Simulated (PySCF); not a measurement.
Electron correlation in Ga⁺ (gallium, charge +1)

[Ar] 3d10 4s2, closed-shell 1S. Computed with PySCF 2.14 in aug-cc-pVDZ-PP with ECP10MDF (5s4p3d, 32 functions), with scalar relativity through the core potential. Frozen: 3s2 3p6 3d10; 2 electrons correlated.

Total MP2 correlation energy: -23.31 mhartree.

Same-spin part 0.00 and opposite-spin part -23.31 mhartree; SCS-MP2 scales them by 1/3 and 6/5 to -27.97 mhartree.

With two correlated electrons CCSD is exact within the correlated space (frozen core and kept virtual orbitals).

```tsv
level	correlation energy (mhartree)
CCSD	-35.42
```

Diagnostics: T1 = 0.0048, D1 = 0.0068, largest double amplitude 0.096.

Cost of the coupled-cluster step: 0.06 s of wall time on 1 thread of Neoverse-V1 (shared host), for 2 correlated electrons.
